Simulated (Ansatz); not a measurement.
`[F][Ga]([F])[SH]` + H₂S → `[F][Ga]([SH])[SH]` + H–F at 500 K and 1 bar (ligand exchange at a Ga–F bond).

Gas-phase electronic energies from Ansatz, PBE0-D4/def2-TZVP geometries. CCSD(T)/CBS is the MP2 limit (def2-TZVPP, def2-QZVPP) plus CCSD(T) − MP2 in def2-TZVPP, frozen cores. This one scheme is used for every species. For Ga outer-core shells are correlated without core-valence functions, which leaves a few kJ/mol of doubt a bond. Scalar relativity is left out up to krypton. One conformer a species, not always the lowest.

```tsv
species	CCSD(T)/CBS energy (Eh)	H − E (kJ/mol)	S (J/(mol·K))
`[F][Ga]([F])[SH]`	-2522.02273	71.1	372.8
H₂S	-398.97279	57.0	224.0
`[F][Ga]([SH])[SH]`	-2820.60659	96.1	402.4
H–F	-100.39570	39.4	188.7
```

H − E and S are ideal-gas, rigid-rotor, harmonic terms from PBE0-D4/def2-TZVP, for one conformer and one mirror image of each species. 1 Eh = 2625.50 kJ/mol, R = 8.31446 J/(mol·K).

Question: By hand: ΔE, ΔH, ΔS and ΔG.

Answer: ΔE = (-2820.60659) + (-100.39570) − (-2522.02273) − (-398.97279) = -0.00677 Eh = -17.8 kJ/mol. Δ(H − E) = 96.1 + 39.4 − 71.1 − 57.0 = 7.4, so ΔH = -10.4 kJ/mol. ΔS = 402.4 + 188.7 − 372.8 − 224.0 = -5.7 J/(mol·K). ΔG = -10.4 − 500 × (-5.7)/1000 = -7.6 kJ/mol.

Question: By hand: the equilibrium constant, and the temperature at which ΔG would vanish if ΔH and ΔS stayed fixed.

Answer: log₁₀ K = −ΔG/(RT ln 10) = 0.8. ΔG = 0 at ΔH/ΔS = 1825 K, though so small a ΔS makes that figure unsure.

The number of gas molecules stays the same, so ΔS is small and ΔH decides. A doubt of 5 kJ/mol in ΔE shifts log₁₀ K by 0.5 here. Other conformers and mirror images would add mixing entropy, several J/(mol·K) or more a flexible species. These are equilibria of isolated gas molecules and say nothing of rates. Largest T1 diagnostic: 0.014 (customary marks: 0.02 for closed shells, 0.045 for open ones).
